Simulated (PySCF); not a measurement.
## Electron correlation in As (arsenic, neutral)

Starting occupation: [Ar] 3d10 4s1 4p4, 4s1/2 with m_j = +1/2, 4p1/2 with m_j = +1/2, 4p3/2 with m_j = -1/2, +1/2, +3/2. Computed with PySCF 2.14 in x2c-SVPall-2c with one added diffuse shell each of s, p, d type (6s7p4d, 47 functions), with X2C-1e with screened-nucleus spin-orbit coupling, Gaussian nucleus. Frozen: [Ne]; 23 electrons correlated.

MP2 pair energies summed by pair of shells (mhartree):

| pair | energy | share (%) |
| --- | --- | --- |
| 3d-3d | -119.37 | 37.2 |
| 3d-3p | -84.39 | 26.3 |
| 4p-4p | -51.25 | 16.0 |
| 3p-3p | -22.41 | 7.0 |
| 3d-4p | -15.68 | 4.9 |
| 3d-3s | -9.32 | 2.9 |
| 4p-4s | -6.61 | 2.1 |
| 3p-3s | -4.21 | 1.3 |
| 3p-4p | -3.13 | 1.0 |
| 3d-4s | -2.44 | 0.8 |
| 3s-3s | -0.76 | 0.2 |
| 3p-4s | -0.57 | 0.2 |
| 3s-4p | -0.48 | 0.1 |
| 3s-4s | -0.10 | 0.0 |

Total MP2 correlation energy: -320.71 mhartree.

The GHF reference relaxed away from the jj start to a determinant that is no pure jj level (⟨S²⟩ = 3.80, ⟨J²⟩ = 8.81); the energies belong to that determinant.

This basis was not built for core-valence correlation, so the inner-shell part is incomplete.
